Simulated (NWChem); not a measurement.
Species: formate (CHO2 anion); SMILES O=C[O-]

Program: NWChem. Sets without diffuse functions describe the anion's extra electron poorly. Coordinates come from a B3LYP/def2-SVPD optimisation.

For level PBE0/cc-pVQZ:

```yaml
highest occupied level (eV): -0.93
orbital gap (eV): 7.64
```

Problem. What are these values for level PBE0/cc-pVTZ?

Solution. 
| Quantity | Value |
|---|---|
| highest occupied level (eV) | -0.67 |
| orbital gap (eV) | 8.20 |
